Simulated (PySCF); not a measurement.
Compound: C5H5F2O3 (doublet state).
Geometry (GFN2-xTB, Å), atoms numbered from 1 in this order:
```xyz
15
C5H5F2O3 angstrom
O     -3.0276    1.0645   -1.0247
C     -1.9645    0.7159   -0.5482
C     -0.7003    1.3693   -0.6130
C      0.3123    0.5162    0.0438
O      1.2119    0.0110   -0.9513
C      2.2003   -0.7814   -0.4643
F      3.1527   -0.0408    0.1613
F      2.8011   -1.3772   -1.4961
O     -0.3694   -0.5141    0.6857
C     -1.7072   -0.5830    0.2107
H     -0.4603    2.2400   -1.1907
H      0.9113    1.0690    0.7910
H      1.8541   -1.5487    0.2513
H     -1.8405   -1.4477   -0.4502
H     -2.3784   -0.6850    1.0670
```

The hyperfine couplings belong to this conformer and change with its torsions.

The species is `O=C1[CH][C@H](OC(F)F)OC1` [radical].

Method used: UKS B3LYP, pcH-1 on C F H O, non-relativistic, mean-field spin-orbit, GIAO in PySCF. One conformer (not necessarily the lowest) at the GFN2-xTB geometry, without solvent, vibrations or thermal averaging. A GFN2-xTB geometry isn't a minimum of the functional, and hyperfine couplings can be far from their values at a DFT geometry. No stability test was run, so a lower SCF solution isn't excluded.

Principal values of hyperfine tensors in MHz (contact and dipolar terms together), for some of the nuclei:

```
atom  isotope       A1      A2      A3
  C3      13C     5.70    6.52  202.90
 H11       1H   -81.87  -54.77  -19.85
  C2      13C   -56.91  -36.71  -28.63
  O5      17O   -47.78  -36.26  -35.84
  O1      17O  -116.58   27.66   28.98
  C4      13C   -17.62  -17.35  -13.71
 H14       1H    -9.31   -8.11   -2.90
  F8      19F     0.53    0.66   16.45
```

**Question.** Give the isotropic coupling of each nucleus in MHz and in mT (g = 2.0051), and the anisotropic part.

**Answer.** a_iso is a third of the trace, T = A − a_iso, and a(mT) = a(MHz)/(g × 13.996).

| atom | a_iso (MHz) | a_iso (mT) | T1 | T2 | T3 |
| --- | --- | --- | --- | --- | --- |
| C3 | 71.70 | 2.555 | -66.01 | -65.19 | 131.19 |
| H11 | -52.16 | -1.859 | -29.71 | -2.61 | 32.31 |
| C2 | -40.75 | -1.452 | -16.16 | 4.04 | 12.12 |
| O5 | -39.96 | -1.424 | -7.82 | 3.70 | 4.12 |
| O1 | -19.98 | -0.712 | -96.60 | 47.64 | 48.96 |
| C4 | -16.23 | -0.578 | -1.40 | -1.12 | 2.52 |
| H14 | -6.77 | -0.241 | -2.54 | -1.33 | 3.88 |
| F8 | 5.88 | 0.210 | -5.35 | -5.22 | 10.57 |

**Question.** What spin density at the nucleus of H11 lies behind its contact coupling (g_N = 5.58569)?

**Answer.** a_FC = (2μ0/3) gₑ μB g_N μN ρ(0)/(2S·h) = 800.24 MHz × g_N × ρ(0)/(2S), with ρ in bohr⁻³. With a_FC = -52.16 MHz and 2S = 1, ρ(0) = -0.01167 bohr⁻³. In magnitude that is 3.7 % of the 1/π = 0.318 of a free hydrogen atom.

**Question.** H12 (1H, g_N = 5.58569) isn't in the table. Its spin density at the nucleus is 0.01401 bohr⁻³. What is its contact coupling?

**Answer.** By the same relation, a_FC = 62.6 MHz. Its full tensor has the principal values 57.52, 60.16, 70.13 MHz.

**Question.** Name the largest traceless tensor T of the table and describe it.

**Answer.** C3: -66.0, -65.2, 131.2 MHz, axial, in the ratio −1:−1:+2, the form that spin in one p orbital centred on that nucleus gives.

**Question.** What first-order splitting does H11 cause when the field lies along A1, A2 or A3 of its tensor (g taken as isotropic, no quadrupole term)?

**Answer.** 2 lines (I = 1/2), spaced by |A_i|/(g × 13.996): 2.92, 1.95, 0.71 mT along the axes of A1, A2 and A3.
